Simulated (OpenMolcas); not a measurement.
## Mo3+ in a ligand field

Mo3+ with 5 ligands (water, chloride on the axis) in trigonal bipyramidal coordination (D3h) at 1.99 Å, the axial distance 2.384 Å. Ligand basis ANO-RCC-VDZP.

```json
{
 "Program": "OpenMolcas",
 "Method": "CASSCF",
 "Basis": "ANO-RCC-VDZP [6s5p3d1f]",
 "Scalar Hamiltonian": "DKH2, point nucleus",
 "Active space": "3 electrons in 5 orbitals (4d)",
 "State averaging": "2S+1 = 4 even, 10 roots; 2S+1 = 2 even, 40 roots",
 "Spin-orbit coupling": "state interaction with AMFI integrals over the reference wave functions"
}
```

The lowest spin-free states, above the lowest:

```tsv
State	Degeneracy	E (cm-1)
2S+1 = 4	2	0.0
2S+1 = 4	2	5832
2S+1 = 2	2	11967
2S+1 = 2	2	12431
2S+1 = 2	2	12454
2S+1 = 2	1	14034
2S+1 = 2	2	15461
2S+1 = 2	1	15495
2S+1 = 2	1	16950
2S+1 = 2	2	17740
2S+1 = 2	1	18075
2S+1 = 2	2	18480
2S+1 = 4	1	22342
2S+1 = 4	1	22720
2S+1 = 4	1	23109
2S+1 = 2	2	27246
2S+1 = 4	2	27319
2S+1 = 4	1	31168
2S+1 = 2	2	32935
2S+1 = 2	1	33701
```

The lowest levels with spin-orbit coupling:

```csv
E (cm-1),Degeneracy,2S+1,g
0.0,2,4,0.00 0.00 3.20
347.3,2,4,0.00 0.00 0.80
748.5,2,4,0.02 0.02 4.80
1184,2,4,0.02 0.02 8.78
6059,2,4,0.85 0.85 4.09
6302,2,4,0.11 0.99 0.99
6562,2,4,0.00 0.00 3.81
6834,2,4,0.00 0.00 7.80
12110,2,2,0.05 0.05 3.69
12574,2,2,0.00 0.00 2.52
12858,2,2,0.00 0.00 1.43
13015,2,2,0.10 0.10 3.98
13205,2,2,0.00 0.00 4.85
13266,2,2,0.15 0.64 0.64
14645,2,2,2.07 2.07 2.14
15914,2,2,0.00 0.00 5.27
16280,2,2,1.25 1.44 1.44
16491,2,2,0.05 0.05 8.99
17544,2,2,1.85 1.85 3.78
17890,2,2,0.03 0.15 0.15
```

Electric-dipole absorption from the lowest level at this geometry, strongest bands:

```csv
E (cm-1),λ (nm),f
1184,8450,2.76e-04
6834,1460,7.14e-04
12110,826,1.17e-05
13015,768,1.66e-06
15914,628,2.97e-06
22859,437,1.51e-06
23786,420,2.99e-05
27445,364,2.10e-06
28189,355,1.49e-04
31905,313,8.25e-05
```

Powder χT (cm3 K/mol): 0.325 at 2 K, 0.347 at 10 K, 0.455 at 50 K, 0.586 at 100 K, 0.802 at 200 K, 0.967 at 300 K. The effective moment at 300 K is 2.828 √(χT) = 2.78 μB.

The lowest level has 2S+1 = 4, for which the spin-only value is χT = S(S+1) / 2 = 1.875 cm3 K/mol (g = 2). The computed 0.967 at 300 K differs by -0.908, through orbital momentum, spin-orbit coupling and any other state in reach.

Metal share of the active 4d orbitals (Löwdin): 71, 82, 82, 89, 89 %; Mulliken charge of the metal 1.73.

An orbital doublet at a regular site is open to a Jahn-Teller distortion, which this geometry leaves out. Without dynamic correlation the repulsion within the d shell is too large (B by tens of per cent), so at a given field states of lower spin stand too high. The least metal-like active orbital is 71 % on the metal (Löwdin) and no ligand orbital is active, so the numbers are rough. With metal d orbitals alone the field can be off either way by tens of per cent. Ligand-to-metal charge-transfer states are missing. With no ligand orbital active B as a rule stays too high, so bands that hang on it stand too high and its fall with covalency is understated. No measured value stands beside these numbers; the geometry was imposed, not optimised, and the real ion may take another.
